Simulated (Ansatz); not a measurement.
Calculated with Ansatz (gas phase, PBE0-D4/def2-TZVP geometries, no zero-point term in ΔE). CCSD(T)/CBS is the MP2 limit (def2-TZVPP, def2-QZVPP) plus CCSD(T) − MP2 in def2-TZVPP, frozen cores. Each species was taken in one conformer, which may not be the lowest.

Reaction (ligand exchange at the Si–C bond): `C[SiH2]C(N)F` + `[CH3][AlH][OH]` → `[CH3][AlH][O][SiH2]C` + `NCF`

`C[SiH2]C(N)F`:

Z-matrix (Å, degrees):
```
C
Si 1 1.869
H 1 1.092 2 110.6
H 1 1.092 2 110.5 3 119.5
H 1 1.093 2 111.4 3 -121.0
C 2 1.907 1 109.7 3 56.4
H 2 1.488 1 111.0 3 176.1
H 2 1.486 1 110.9 3 -62.8
F 6 1.428 2 107.0 1 -72.1
N 6 1.405 2 112.4 1 51.8
H 6 1.094 2 111.1 1 174.1
H 10 1.010 6 113.3 2 -57.1
H 10 1.011 6 113.5 2 176.9
```

`[CH3][AlH][OH]`:

Cartesian coordinates in Å:
```
C -1.197 0.158 0.385
Al 0.655 -0.310 0.043
O 1.450 0.496 -1.226
H -1.855 -0.703 0.227
H -1.540 0.967 -0.264
H -1.341 0.471 1.424
H 1.468 -1.397 0.870
H 2.360 0.318 -1.457
```

`[CH3][AlH][O][SiH2]C`:

```xyz
14

C    -2.295   -0.634    0.953
Al   -1.657   -0.547   -0.882
O    -0.072   -0.061   -1.190
Si    1.468    0.449   -1.079
C     2.028    0.558    0.696
H    -1.482   -0.794    1.666
H    -3.036   -1.426    1.090
H    -2.785    0.307    1.229
H    -2.549   -0.893   -2.142
H     2.349   -0.497   -1.820
H     1.583    1.791   -1.718
H     1.408    1.258    1.263
H     1.976   -0.418    1.186
H     3.063    0.906    0.749
```

`NCF`:

```xyz
7

N    -0.079    0.531   -0.714
C    -0.017   -0.089    0.542
F     0.321   -1.453    0.484
H     0.809    0.528   -1.197
H    -0.792    0.137   -1.311
H     0.747    0.386    1.160
H    -0.989   -0.039    1.036
```

| species | CCSD/CBS(def2) energy (Eh) |
| --- | --- |
| `C[SiH2]C(N)F` | -524.46045 |
| `[CH3][AlH][OH]` | -358.29216 |
| `[CH3][AlH][O][SiH2]C` | -687.88030 |
| `NCF` | -194.92656 |

Problem. Work out ΔE.

Solution. ΔE = (-687.88030) + (-194.92656) − (-524.46045) − (-358.29216) = -0.05425 Eh = -1.48 eV. CCSD(T)/CBS gives -1.43 eV.

Largest T1 diagnostic among the species: 0.011.

In def2-TZVPP, CCSD(T) changes the Hartree–Fock value by +0.30 eV (the triples alone add +0.05 eV) and MP2 by +0.28 eV. From PBE to PBE0 (25 % exact exchange), in def2-TZVPP and without D4, ΔE moves by −0.10 eV.
